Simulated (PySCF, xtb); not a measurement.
**H7N2OSi+: where a starting geometry ends**

The starting geometry of this gas-phase singlet was built from a drawn formula by distance geometry and a force field; its bonds are those of `N[SiH2]O[NH3+]`.

```yaml
atoms:
  - { symbol: N, position_ang: [-1.5984, -1.2309, -1.7432] }
  - { symbol: N, position_ang: [-0.0806, -3.2955, -1.0831] }
  - { symbol: O, position_ang: [0.5470, -2.1290, -0.4547] }
  - { symbol: Si, position_ang: [-0.2426, -0.6746, -0.8353] }
  - { symbol: H, position_ang: [-2.4274, -0.8973, -1.2891] }
  - { symbol: H, position_ang: [-1.5526, -0.7379, -2.6620] }
  - { symbol: H, position_ang: [0.5776, 0.1798, -1.6976] }
  - { symbol: H, position_ang: [-0.8125, -0.0922, 0.4282] }
  - { symbol: H, position_ang: [0.5359, -3.7309, -1.7136] }
  - { symbol: H, position_ang: [-0.9548, -2.9645, -1.6145] }
  - { symbol: H, position_ang: [-0.4150, -3.9521, -0.3233] }
```

Problem. Predict what becomes of its bonds when it is optimised with r2SCAN-D4/def2-SVP.

Solution. It keeps its bonds, and is `N[SiH2]O[NH3+]`.

The energy falls by 0.51 eV over 18 steps:

| step | E − E(last) (eV) |
| --- | --- |
| 1 | 0.508 |
| 3 | 0.030 |
| 5 | 0.007 |
| 7 | 0.002 |
| 9 | 0.000 |
| 10 | 0.000 |
| 12 | 0.000 |
| 14 | 0.000 |
| 16 | 0.000 |
| 18 | 0.000 |

Final geometry (Å):

```csv
atom,x (Å),y (Å),z (Å)
N,-1.6954,-1.2016,-1.8309
N,-0.2541,-3.3347,-1.1646
O,0.3922,-2.2744,-0.5553
Si,-0.3279,-0.6936,-0.8621
H,-2.6306,-1.0931,-1.4331
H,-1.7303,-0.8941,-2.8049
H,0.6584,0.0800,-1.6405
H,-0.7120,-0.1567,0.4569
H,0.3893,-3.8066,-1.8193
H,-1.1002,-2.8966,-1.6779
H,-0.5520,-4.0151,-0.4482
```

From the same start GFN2-xTB ends elsewhere, at `NO[SiH2][NH3+]`.

No frequencies were run, so the end isn't proven a minimum. Run with PySCF 2.14.0, 3.4 min on 2 threads of Arm Neoverse V1 (shared host).
